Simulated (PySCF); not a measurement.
# Rotational lines of BeH⁻

Lines J+1 ← J of the vibrational ground state, computed from RHF-CCSD(T) constants of BeH⁻, ¹Σ⁺ (singlet), closed shell (Be aug-cc-pVDZ-DK, H aug-cc-pVDZ-DK; spin-free X2C with a Gaussian nucleus (PySCF 2.14); masses 9.0122 and 1.0078 u), in MHz:

```json
{"J": "0", "ν (MHz)": "530550"}
{"J": "1", "ν (MHz)": "1060280"}
{"J": "2", "ν (MHz)": "1588369"}
{"J": "3", "ν (MHz)": "2113997"}
{"J": "4", "ν (MHz)": "2636345"}
```

Find B0 and the effective bond length r0; with αe = 0.416 cm⁻¹, find Re.

ν = 2B0(J+1) − 4D(J+1)³ gives B0 = 8.8509 cm⁻¹. With the reduced mass μred = 0.90646 u, r0 = √(16.8576/(μred·B0)) (u, cm⁻¹, Å) = 1.4495 Å. Be = B0 + αe/2 = 9.0589 cm⁻¹ gives Re = 1.433 Å.

Correlated steps freeze no core orbitals. Correlated levels converge slowly with the basis: in double zeta they bind strong bonds too weakly, by up to about 1 eV, and carry superposition errors of some tenths. For an ion De counts to the pair picked by the measured ionisation energies or electron affinities, which need not be the lowest pair at this level.
